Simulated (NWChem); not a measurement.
# GeH, doublet; SMILES [GeH]

```xyz
2

Ge     0.0000     0.0000    -0.0608
H      0.0000     0.0000     1.5957
```
Atoms are numbered in this order, from 1.

All runs: NWChem. Spin-unrestricted. The state is orbitally degenerate and is run as one real component. The geometry was optimised at B3LYP/6-31G* (spherical d), spin-unrestricted. No stability test was run on the SCF state. Vzz is the largest principal value of the second derivative of the potential at the nucleus (NWChem prints the opposite sign); η is the asymmetry. Non-relativistic.

### Question
What does the run give for B3LYP/def2-SVP? Quantities: Vzz Ge1 (a.u.); η Ge1.

### Answer
| Property | Value |
|---|---|
| Vzz Ge1 (a.u.) | 4.598 |
| η Ge1 | 0.11 |
